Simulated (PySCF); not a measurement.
Computed shifts of a molecule CH4N2O2Si, HF/pcSseg-1 (PySCF), GIAO, gas phase, atoms alike by connectivity averaged where their shifts nearly agree, in ppm (number of nuclei): ¹⁵N: 191.3 (1), 25.8 (1). ¹³C: 124.8 (1). ²⁹Si: -44.1 (1). ¹H: 4.34 (1), 3.85 (1), 2.01 (2). References: ¹⁵N against NH3 (σ = 267.3 ppm); ¹³C against TMS (σ = 192.6 ppm); ¹⁷O against H2O (σ = 333.0 ppm); ²⁹Si against TMS (σ = 393.8 ppm); ¹H against TMS (σ = 31.99 ppm), references at their B3LYP-D3(BJ)/def2-TZVP geometries, non-relativistic. Geometry optimised at TPSSh-D3(BJ)/def2-SVP. The values are those of a single conformer.

Problem. Pick the molecule that these values belong to.
A. N[Si@@]1(O)N=CO1
B. N[Si@H](O)N=C=O
C. N#CO[Si@@H](N)O

Solution. C, N#CO[Si@@H](N)O
